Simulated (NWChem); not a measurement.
System meant: MoNH2SOF; SMILES [NH2][Mo](=[O])([F])=[S]

NWChem input:

```
start job
memory heap 200 mb stack 900 mb global 1100 mb
geometry units angstroms noautoz
  Mo    -0.013491     0.187624     0.037319
  O      0.336311     0.790181     1.549680
  S      0.010945    -1.927039     0.049695
  F     -1.656099     0.807154    -0.543370
  N      1.365063     0.779023    -1.133542
  H      1.964773     1.570955    -0.909828
  H      1.719599     0.256532    -1.931239
end
basis spherical
  * library def2-svp
end
ecp
  Mo library def2-ecp
end
dft
  xc xpbe96 cpbe96
  iterations 4
  mulliken
end
task dft energy
```

End of the output:

```
    Atom       Charge   Shell Charges
 -----------   ------   -------------------------------------------------------
    1 Mo  14    14.43   0.00  0.98  0.92  0.33  0.12  5.63  0.98  0.39  3.51  1.43  0.14
    2 O    8     8.27   1.98  1.00  0.66  2.81  1.81  0.02
    3 S   16    15.28   2.00  1.96  0.97  0.66  5.79  1.68  2.17  0.05
    4 F    9     9.09   1.98  1.02  0.76  3.17  2.16  0.01
    5 N    7     7.17   1.97  0.73  0.42  2.35  1.67  0.03
    6 H    1     0.88   0.57  0.18  0.13
    7 H    1     0.88   0.57  0.18  0.13

 center of mass
 --------------
 x =  -0.05970099 y =   0.02175954 z =   0.02704598

 moments of inertia (a.u.)
 ------------------
         794.312134647114          -0.000000000000           0.000000000000
          -0.000000000000         546.745475796591           0.000000000000
           0.000000000000           0.000000000000         867.107384296096

     Multipole analysis of the density
     ---------------------------------

     L   x y z        total         alpha         beta         nuclear
     -   - - -        -----         -----         ----         -------
     0   0 0 0     -0.000000    -28.000000    -28.000000     56.000000

     1   1 0 0      0.637726     -0.077137     -0.077137      0.792000
     1   0 1 0     -1.643623      4.734284      4.734284    -11.112190
     1   0 0 1     -1.359052      0.900302      0.900302     -3.159656

     2   2 0 0    -35.157358    -99.967557    -99.967557    164.777756
     2   1 1 0      2.661734     -3.512446     -3.512446      9.686625
     2   1 0 1     -3.507622      3.214681      3.214681     -9.936983
     2   0 2 0    -32.464014   -154.318322   -154.318322    276.172629
     2   0 1 1     -0.861649      1.149638      1.149638     -3.160924
     2   0 0 2    -40.534697    -82.095359    -82.095359    123.656022

 ------------------------------------------------------------------------
 dft energy failed                                                                                  0
 ------------------------------------------------------------------------
 ------------------------------------------------------------------------
  current input line :
    23: task dft energy
 ------------------------------------------------------------------------
 ------------------------------------------------------------------------
 This type of error is most commonly associated with calculations not reaching convergence criteria
 ------------------------------------------------------------------------
 For more information see the NWChem manual at https://nwchemgit.github.io

0:dft energy failed:Received an Error in Communication
```

Question: Find the fault in this run and fix the input.

Answer: The run did not converge; its last values are not results. Cause: the SCF was allowed too few iterations. This input runs:
```
start job
memory heap 200 mb stack 900 mb global 1100 mb
geometry units angstroms noautoz
  Mo    -0.013491     0.187624     0.037319
  O      0.336311     0.790181     1.549680
  S      0.010945    -1.927039     0.049695
  F     -1.656099     0.807154    -0.543370
  N      1.365063     0.779023    -1.133542
  H      1.964773     1.570955    -0.909828
  H      1.719599     0.256532    -1.931239
end
basis spherical
  Mo library def2-svp
  O library def2-svp
  S library def2-svp
  F library def2-svp
  N library def2-svp
  H library def2-svp
end
ecp
  Mo library def2-ecp
end
dft
  xc xpbe96 cpbe96
  iterations 150
  mulliken
end
task dft energy
```
It converges to -696.93078 Ha (PBE/def2-SVP with def2 effective core potentials on Mo).
